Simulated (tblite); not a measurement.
Species: C8H6F (doublet state).
Z-matrix (Å and degrees, GFN2-xTB geometry), rows numbered from 1:
```
F 
C   1  1.3395
C   2  1.3374  1  126.11
C   3  1.4628  2  109.18  1  -178.10
C   4  1.5507  3  120.89  2    57.08
C   5  1.4451  4  118.90  3    -1.79
C   6  1.3133  5  115.04  4   -53.40
C   2  1.4961  1  120.69  3  -170.96
C   4  1.5076  3  107.43  2    -7.07
H   3  1.0735  2  126.63  1     2.73
H   4  1.0799  3  118.53  2  -150.79
H   5  1.0787  4  115.57  9  -113.65
H   7  1.0719  6  129.84  5   176.20
H   8  1.0862  2  117.22  1   -40.05
H   9  1.0778  4  124.54  5   114.69
```

Computed with GFN2-xTB (tblite): harmonic, unscaled wavenumbers at the GFN2-xTB geometry, gas phase. The method is semi-empirical: single wavenumbers can be off by several per cent or more. One conformer, not necessarily the lowest. Open shells enter through the occupations alone, without spin polarisation, and single modes of such species can be off by tens of per cent.

Harmonic wavenumbers (cm⁻¹): 168.2, 263.7, 371.7, 388.9, 506.6, 535.7, 554.2, 674.5, 689.5, 742.9, 779.7, 801.1, 810.2, 851.7, 902.4, 921.5, 943.6, 978.6, 982.7, 1013.9, 1032.3, 1061.9, 1095.2, 1107.6, 1142.7, 1165.9, 1201.0, 1251.7, 1275.7, 1298.9, 1336.2, 1632.2, 1645.6, 3014.3, 3074.1, 3084.4, 3093.3, 3154.7, 3163.0.

A = 3310, B = 1880, C = 1519 MHz; mass 121.045 u (most abundant isotopes); point group C1, symmetry number 1; spin multiplicity 2.

**Question.** What is the zero-point energy?

**Answer.** ½Σν̃ = 24356 cm⁻¹ = 291.36 kJ/mol.

**Question.** Entropy at 298.15 K, 1 bar (ideal gas, RRHO, classical rotation)?

**Answer.** Translation 168.67, rotation 116.82, vibration 45.43, spin (R ln 2) 5.76: S = 336.7 J/(mol K).

**Question.** And Cp and H(298.15 K) − H(0)?

**Answer.** Cp = 118.47 J/(mol K), of which vibrations give 85.22 (their classical limit is 39 R = 324.3); H(298.15 K) − H(0) = 19.02 kJ/mol without the zero-point energy, 9.10 from vibrations.

**Question.** What must be added to the electronic energy to get the Gibbs energy at 298.15 K and 1 bar?

**Answer.** ZPE + [H(298.15 K) − H(0)] − T·S = 291.36 + 19.02 − 100.38 = 210.00 kJ/mol.

**Question.** How do the functions run with temperature in this model?

**Answer.** 
| T (K) | S (J/(mol K)) | Cp (J/(mol K)) | H − H(0) (kJ/mol) | G − H(0) (kJ/mol) | ln q(vib) |
| --- | --- | --- | --- | --- | --- |
| 100 | 259.2 | 44.3 | 3.64 | -22.27 | 0.13 |
| 200 | 298.6 | 75.9 | 9.51 | -50.21 | 0.76 |
| 300 | 337.4 | 119.3 | 19.24 | -81.99 | 1.82 |
| 500 | 417.1 | 193.9 | 51.09 | -157.48 | 4.78 |
| 800 | 523.4 | 255.9 | 119.66 | -299.09 | 9.99 |
| 1000 | 583.3 | 279.8 | 173.37 | -409.89 | 13.43 |

q(vib) and H(0) count from the zero-point level.

**Question.** Which modes carry the vibrational entropy at 298.15 K?

**Answer.** 168.2 cm⁻¹: 10.27; 263.7 cm⁻¹: 6.85; 371.7 cm⁻¹: 4.49; 388.9 cm⁻¹: 4.20; 506.6 cm⁻¹: 2.69; 535.7 cm⁻¹: 2.40 J/(mol K); the other 33 give 14.53 together.

Hindered rotation and anharmonicity are outside this model. Other conformers, if any are populated, would add a mixing term that is left out. The structure is chiral; the term R ln 2 for an equal mix with its mirror image is left out.

The run took 0.46 s wall on one thread of an Arm Neoverse V1, no GPU (shared host). The figure is for the frequency step alone.
